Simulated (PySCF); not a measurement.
Ionising HgF

PBE0; PySCF, scalar-relativistic core potentials, basis sets Hg def2-SVPD with ECP60, F def2-SVPD. Neutral (UKS): doublet (σ ↑), Re = 2.076 Å, ωe = 423 cm⁻¹, De = 1.44 eV, HOMO -7.74 eV, LUMO -4.63 eV.

HgF⁺ (UKS): singlet (closed shell), Re = 1.933 Å, ωe = 585 cm⁻¹, De = 1.52 eV to Hg⁺ + F. The energies at the minima are -253.12260 hartree for HgF and -252.75193 for HgF⁺.

Work out the adiabatic ionisation energy, without and with harmonic zero-point energies (1 hartree = 27.2114 eV, 1 eV = 8065.5 cm⁻¹), and the change of the bond length.

At PBE0: 0.37067 hartree = 10.086 eV between the minima; the zero-point term (585.0 − 423.0)/2 cm⁻¹ = +0.010 eV makes it 10.096 eV. Re changes by -14.3 pm against the neutral. The electron leaves a σ orbital; in so polar a molecule the change of length follows mostly from the change of the ionic charges.

HgF⁻ (UKS): singlet (closed shell), Re = 2.369 Å, ωe = 247 cm⁻¹, De = 0.79 eV to Hg + F⁻. The energies at the minima are -253.12260 hartree for HgF and -253.22248 for HgF⁻.

Work out the adiabatic electron affinity, without and with harmonic zero-point energies (1 hartree = 27.2114 eV, 1 eV = 8065.5 cm⁻¹), and the change of the bond length.

At PBE0: 0.09988 hartree = 2.718 eV between the minima; the zero-point term (423.0 − 247.0)/2 cm⁻¹ = +0.011 eV makes it 2.729 eV. Re changes by +29.3 pm against the neutral. The electron enters a σ orbital, and the ion is left as a loose complex of an ion and an atom.

These are scalar-relativistic numbers at best; spin–orbit coupling would shift them, the dissociation energy most. For an ion De counts to the pair picked by the measured ionisation energies or electron affinities, which need not be the lowest pair at this level. States were picked by a PBE0 search and need not be the measured ground states.
